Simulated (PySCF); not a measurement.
## Cobalt: highly charged ions in a basis for the neutral atom

Co¹⁸⁺ [He] 2s2 2p5, Co¹⁹⁺ [He] 2s2 2p4. Computed with PySCF 2.14 in aug-cc-pVDZ-DK, with scalar relativity by spin-free X2C-1e. No spin-orbit coupling, so a gap to NIST mixes the basis error with missing relativistic terms.

Changed run: basis of the neutral atom used for a highly charged ion. This setting is unsound on purpose.

| species | method | sound run (hartree) | changed run (hartree) | converged |
| --- | --- | --- | --- | --- |
| Co¹⁸⁺ | UHF | not run | -1195.23372 | yes |
| Co¹⁸⁺ | M06-L | not run | -1195.70680 | yes |
| Co¹⁸⁺ | PBE | not run | -1195.30441 | yes |
| Co¹⁹⁺ | UHF | not run | -1139.90236 | yes |
| Co¹⁹⁺ | M06-L | not run | -1140.29673 | yes |
| Co¹⁹⁺ | PBE | not run | -1139.93701 | yes |

Ionisation energy of Co¹⁸⁺:

| method | changed run (eV) | NIST (eV) |
| --- | --- | --- |
| UHF | 1505.6 | 1504.5 ± 1.2 |
| M06-L | 1507.8 | 1504.5 ± 1.2 |
| PBE | 1506.6 | 1504.5 ± 1.2 |

The contracted functions were made for the neutral atom and can be too rigid for a highly charged ion.
